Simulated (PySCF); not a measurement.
**Spinor energies of Hg⁴⁵⁺ (mercury, charge +45)**

Start: [Ar] 3d10 4s2 4p5; 4p1/2 filled at m_j = -1/2, +1/2; 4p3/2 filled at m_j = -1/2, +1/2, +3/2. Calculated with PySCF 2.14 in an even-tempered Gaussian basis (16 s from 6 bohr⁻², ratio 2.8; 14 p from 7.8 bohr⁻², ratio 2.8; 8 d from 14 bohr⁻², ratio 2.8; 4 f from 36 bohr⁻², ratio 3): generalised Hartree-Fock with the X2C-1e Hamiltonian and a Gaussian nucleus; one run each with spin-orbit coupling (SO) switched off, then screened by Boettger's factors.

```csv
spinor shell,electrons,"ε, spin-free (eV)","ε, screened SO (eV)",weight of nominal j (screened SO),"rms radius, screened SO (bohr)"
1s1/2,2,-85829.9,-85794.3,1.000,0.0187
2s1/2,2,-17213.7,-17201.5,1.000,0.0755
2p1/2,2,-15169.5,-16576.1,1.000,0.0639
3s1/2,2,-5777.5,-5772.6,1.000,0.191
3p1/2,2,-5172.2,-5498.0,1.000,0.182
3p3/2,4,-5172.2,-5040.1,1.000,0.197
3d3/2,4,-4544.9,-4600.7,1.000,0.172
3d5/2,6,-4544.9,-4502.8,1.000,0.176
4s1/2,2,-2670.3,-2668.5,1.000,0.401
4p1/2,2,-2450.1,-2552.5,1.000,0.393
4p3/2,3,-2450.1,-2408.2,1.000,0.416
```

Task: Where does 2p3/2 lie, and what is the 2p spin-orbit splitting (screened SO)?

Result: At -14618.6 eV, 1957.5 eV above 2p1/2.

```json
{"quantity": "E (hartree)", "spin-free": "-18225.43592", "screened SO": "-18259.29155"}
{"quantity": "M_J", "spin-free": "3/2", "screened SO": "3/2"}
{"quantity": "⟨J²⟩", "spin-free": "3.751", "screened SO": "3.751"}
{"quantity": "⟨L²⟩", "spin-free": "2.001", "screened SO": "2.099"}
{"quantity": "⟨S²⟩", "spin-free": "0.750", "screened SO": "0.849"}
```

Each row is a mean over spinors that exchange with the open shell spreads, by up to 13.881 eV (4s1/2).

Breit and QED terms are absent; they matter most for the inner s and p1/2 levels.

Densities and radii are taken from the X2C orbitals without a picture-change correction, which distorts them close to the nucleus.

Without spin-orbit coupling the j labels of p, d and f shells carry no meaning; the spin-free column gives the mean over the occupied spinors of each nl shell.
